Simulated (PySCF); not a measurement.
**Excitation energy of P⁺ by level of theory**

P⁺ [Ne] 3s2 3p2 (3P) → P⁺ [Ne] 3s2 3p1 3d1 (high-spin determinant), as a difference of total energies. All numbers are calculated (PySCF 2.14, no relativity, point nucleus, in aug-cc-pV(Q+d)Z (7s6p5d3f2g, 89 functions)). Correlated levels: valence: [Ne] frozen. The calculations carry no spin-orbit coupling.

```csv
method,excitation energy (eV)
UHF,11.699
LDA,10.683
PBE,10.610
PBE0,10.975
r2SCAN,11.083
TPSS,10.820
LC-wPBE,11.438
PW91,10.631
M06,10.806
MP2 (valence),11.406
SCS-MP2 (valence),11.385
```

Q: How much does correlation contribute at MP2 (valence)?

A: 11.406 − (11.699) = -0.293 eV, measured against UHF.

A first-order spin-orbit estimate (lowest level to lowest level, LS coupling) adds 0.009 eV.

The promoted electron is Rydberg-like, and one or two diffuse shells describe it only roughly, which tends to raise the upper state.

The determinant of the upper state mixes LS terms, which raises its energy above the lowest term, most at the Hartree-Fock and MP2 levels.
